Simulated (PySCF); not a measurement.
Atoms are numbered as in `[CH3:1][C:2]([CH3:3])([CH3:4])[Si@@H:5]([OH:6])[CH:7]1[CH2:8][CH2:9]1` (H(Xn): hydrogen on atom n). Ha(C8), Ha(C9) are cis to Si5 on the ring; Hb(C8), Hb(C9) are trans to Si5 on the ring.

Geometry: PBE0-D3(BJ)/def2-SVP; GIAO shifts from PySCF 2.14, gas phase, non-relativistic, averaged over equivalent atoms.

At PBE0/pcSseg-1 (240 basis functions, 42 s wall time on 1 thread of an x86-64 server CPU, shared host):
| atoms | δ (ppm) |
| --- | --- |
| C1/C3/C4 | 26.3 |
| C2 | 19.2 |
| C9 | 1.9 |
| C8 | 1.2 |
| C7 | -5.6 |
| Si5 | 22.5 |
| O6 | 32.5 |
| H(Si5) | 3.88 |
| H(C1)/H(C3)/H(C4) | 1.05 |
| H(O6) | 0.88 |
| Hb(C9) | 0.59 |
| Hb(C8) | 0.57 |
| Ha(C8) | 0.20 |
| Ha(C9) | 0.18 |
| H(C7) | -0.42 |

Shifts are taken against calculated references (same method and geometry level): 13C (σ = 184.41 ppm), 29Si (σ = 351.99 ppm), 1H (σ = 31.27 ppm) against TMS; 17O (σ = 334.56 ppm) vs H2O.

Question: Estimate the result of repeating the calculation with CAM-B3LYP/pcSseg-1.

Answer: 
```csv
atoms,δ at CAM-B3LYP/pcSseg-1,change
C1/C3/C4,26.4,+0.1
C2,18.7,-0.5
C9,1.1,-0.8
C8,0.5,-0.7
C7,-6.0,-0.4
Si5,23.4,+0.9
O6,33.7,+1.2
H(Si5),3.74,-0.14
H(C1)/H(C3)/H(C4),1.04,-0.01
H(O6),0.96,+0.08
Hb(C9),0.59,+0.00
Hb(C8),0.57,+0.00
Ha(C8),0.18,-0.02
Ha(C9),0.18,+0.00
H(C7),-0.45,-0.03
```

References, each an isolated molecule treated in the same way: TMS for 13C (σ = 182.45 ppm), 29Si (σ = 343.41 ppm), 1H (σ = 31.33 ppm); 17O (σ = 338.55 ppm) against H2O.

The largest change is at O6 (oxygen bonded to Si, H). Cost: 240 basis functions, 51 s wall time on 1 thread of an x86-64 server CPU, shared host. The order of the carbon signals is the same at both levels.

Experimental scales use liquid or dissolved standards, which lie at an offset from isolated H2O (liquid H2O: subtract about 36 ppm).
